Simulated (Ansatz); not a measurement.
One change: `CO[SiH](C)N` becomes `CO[SiH](N)O[SiH3]`.

Ansatz, PBE0-D4/def2-TZVP geometries, multiplicity 1. Each molecule was computed in one conformer, which needn't be the lowest.

```
                                        property  `CO[SiH](C)N`
              HOMO energy (PBE0/def2-TZVPP) / eV          -7.56
         HOMO–LUMO gap (ωB97M-V/def2-TZVPP) / eV          12.41
             LUMO energy (B3LYP/def2-TZVPP) / eV           0.71
              LUMO energy (PBE0/def2-TZVPP) / eV           1.05
             HOMO–LUMO gap (PBE/def2-TZVPP) / eV           6.29
size of the dipole moment (B3LYP/def2-TZVPP) / D           0.45
```

(1) What does the change do to each property? (Estimate.)

## Answers

(1) The calculation gave: 
| property | `CO[SiH](N)O[SiH3]` | shift |
| --- | --- | --- |
| HOMO energy (PBE0/def2-TZVPP) / eV | -7.66 | -0.10 |
| HOMO–LUMO gap (ωB97M-V/def2-TZVPP) / eV | 11.98 | -0.43 |
| LUMO energy (B3LYP/def2-TZVPP) / eV | 0.07 | -0.64 |
| LUMO energy (PBE0/def2-TZVPP) / eV | 0.30 | -0.75 |
| HOMO–LUMO gap (PBE/def2-TZVPP) / eV | 5.64 | -0.65 |
| size of the dipole moment (B3LYP/def2-TZVPP) / D | 1.60 | 1.15 |

With PBE0 the HOMO falls by 0.10 eV and the LUMO falls by 0.75 eV, so the gap narrows by about 0.65 eV. PBE moves the HOMO by -0.13 eV and ωB97M-V by -0.09 eV. Dipoles are sizes alone; their direction can turn.

Positive LUMOs are unbound, so they and the gaps depend on the basis.

B3LYP here is the variant with VWN-RPA as its local correlation; programs differ in this.
